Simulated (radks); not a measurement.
Ru+, configuration [Kr] 4d7. Method: scalar-relativistic Kohn-Sham, PBE, spin-polarised, spherical densities, finite nucleus; open shells are filled with parallel spins first (spin-orbit coupling, left out, can overturn this in heavy ions); Fermi nuclear charge, rms radius 4.4809 fm; computed with a radial shooting solver on a logarithmic mesh with Libxc functionals.

Normalised radial functions P(r) = r R(r), r in bohr:

| r | 4s up | 4d up |
|---|---|---|
| 0.005095 | 0.1498 | 0.0001 |
| 0.006688 | 0.1791 | 0.0002 |
| 0.008778 | 0.2083 | 0.0004 |
| 0.01152 | 0.2328 | 0.0009 |
| 0.01512 | 0.2456 | 0.0019 |
| 0.01985 | 0.2363 | 0.0039 |
| 0.02606 | 0.1925 | 0.0080 |
| 0.0342 | 0.1030 | 0.0159 |
| 0.04489 | -0.0348 | 0.0308 |
| 0.05892 | -0.2035 | 0.0574 |
| 0.07734 | -0.3542 | 0.1012 |
| 0.1015 | -0.4063 | 0.1669 |
| 0.1333 | -0.2786 | 0.2523 |
| 0.1749 | 0.0428 | 0.3408 |
| 0.2296 | 0.4315 | 0.3952 |
| 0.3013 | 0.6305 | 0.3633 |
| 0.3955 | 0.4113 | 0.2024 |
| 0.5192 | -0.1973 | -0.0838 |
| 0.6815 | -0.8531 | -0.4254 |
| 0.8945 | -1.1523 | -0.7073 |
| 1.174 | -0.9726 | -0.8263 |
| 1.541 | -0.5594 | -0.7658 |
| 2.023 | -0.2194 | -0.5903 |
| 2.655 | -0.0559 | -0.3818 |
| 3.485 | -0.0084 | -0.2029 |
| 4.574 | -0.0007 | -0.0845 |
| 6.004 | 0.0000 | -0.0251 |

4s up: eigenvalue -84.506 eV, 3 radial nodes at r = 0.0422, 0.170, 0.481 bohr, <r> = 1.02 bohr, 90 % of the charge inside 1.49 bohr. 4d up: eigenvalue -13.354 eV, 1 radial node at r = 0.484 bohr, <r> = 1.63 bohr, 90 % of the charge inside 2.62 bohr.
